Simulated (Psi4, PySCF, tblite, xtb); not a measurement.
Intermolecular potential of CH3F ··· H3ClSi (SMILES CF and [SiH3]Cl). Monomers: optimised at B3LYP-D3(BJ) (def2-TZVP), held rigid. Orientation: lowest of the rigid-body minima from ten starts at GFN2-xTB. Only R, the distance of the centres of mass, is varied, so the lowest point isn't the relaxed dimer.

- RKS-B3LYP/6-31G* = restricted B3LYP/6-31G*, spherical d, no counterpoise correction (PySCF 2.14.0)
- GFN1-xTB (xtb)
- GFN2-xTB (tblite)
- SAPT0/jun-cc-pVDZ, frozen core (Psi4)

Interaction energies in kJ/mol; the last columns give the difference from SAPT0:

| R / Å | RKS-B3LYP/6-31G* | GFN1-xTB | GFN2-xTB | SAPT0/jun-cc-pVDZ | RKS-B3LYP/6-31G* − SAPT0/jun-cc-pVDZ | GFN1-xTB − SAPT0/jun-cc-pVDZ | GFN2-xTB − SAPT0/jun-cc-pVDZ |
|---|---|---|---|---|---|---|---|
| 2.82 | 13.53 | -11.71 | 7.38 | 19.41 | -5.88 | -31.12 | -12.04 |
| 3.06 | -5.34 | -15.62 | -5.61 | 0.53 | -5.86 | -16.15 | -6.14 |
| 3.29 | -11.89 | -13.13 | -9.13 | -6.16 | -5.74 | -6.97 | -2.97 |
| 3.46 | -13.21 | -10.48 | -9.49 | -7.68 | -5.53 | -2.81 | -1.81 |
| 3.65 | -12.89 | -7.84 | -8.88 | -7.78 | -5.12 | -0.06 | -1.10 |
| 3.83 | -11.69 | -5.89 | -7.93 | -7.18 | -4.51 | 1.29 | -0.75 |
| 4.12 | -9.01 | -3.80 | -6.38 | -5.83 | -3.17 | 2.03 | -0.54 |
| 4.47 | -5.81 | -2.40 | -4.83 | -4.36 | -1.45 | 1.95 | -0.47 |
| 5.00 | -2.61 | -1.35 | -3.19 | -2.81 | 0.20 | 1.46 | -0.37 |
| 5.69 | -1.10 | -0.71 | -1.93 | -1.70 | 0.60 | 0.99 | -0.23 |
| 6.65 | -0.60 | -0.33 | -1.07 | -0.96 | 0.36 | 0.63 | -0.11 |
| 7.94 | -0.34 | -0.14 | -0.57 | -0.52 | 0.17 | 0.38 | -0.05 |

RKS-B3LYP/6-31G* is furthest from SAPT0/jun-cc-pVDZ at 2.82 (-5.88 kJ/mol, below); its mean absolute difference over the points is 3.22 kJ/mol.

GFN1-xTB is furthest from SAPT0/jun-cc-pVDZ at 2.82 (-31.12 kJ/mol, below); its mean absolute difference over the points is 5.49 kJ/mol.

GFN2-xTB is furthest from SAPT0/jun-cc-pVDZ at 2.82 (-12.04 kJ/mol, below); its mean absolute difference over the points is 2.22 kJ/mol.
